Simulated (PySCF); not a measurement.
The PySCF input:
```python
from pyscf import gto, scf, dft

mol = gto.M(
    atom='''
Ge    0.013325   -0.011198    0.438921
F     0.624710    1.170874   -0.770623
F    -0.877712   -1.467016   -1.158656
''',
    basis='def2-sv(p)',
    charge=0,
    spin=0,
    verbose=4,
)

mf = dft.RKS(mol)
mf.xc = 'pbe0'
mf.kernel()
mf.analyze()
```

**Question.** What does this run give for the HOMO-LUMO gap, total energy, dipole moment, nuclear repulsion energy, number of basis functions, HOMO energy?

**Answer.** 
```yaml
HOMO-LUMO gap: 4.68 eV
total_energy: -2275.8139 Eh
dipole_moment: 5.00 D
nuclear_repulsion_energy: 163.9404 Eh
number_of_basis_functions: 60
HOMO energy: -8.27 eV
```
